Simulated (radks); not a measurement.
Results of a calculation; reference values are marked as such.
These are the eigenvalues of the occupied orbitals of an atom or ion with whole-number occupations (eV). Level of theory: non-relativistic Kohn-Sham, PW91, spin-unpolarised, spherical densities, point nucleus (a radial shooting solver on a logarithmic mesh with Libxc functionals).

1s: -870.5686
2s: -68.1259
2p: -45.0607
3s: -10.3470

Which element is it, and in what charge state? The configuration may be excited.

Answer. Z = 10, neon, charge +1: Ne+ in [He] 2s2 2p4 3s1. The list shows which subshells hold electrons but not how many an open one holds; the 1s level, -31.993 hartree, gives Z - s = 8.0 by -(Z - s)^2/2, which with screening narrows Z to a few neighbours, and the depths of the outer levels then fix element, charge and occupations together.
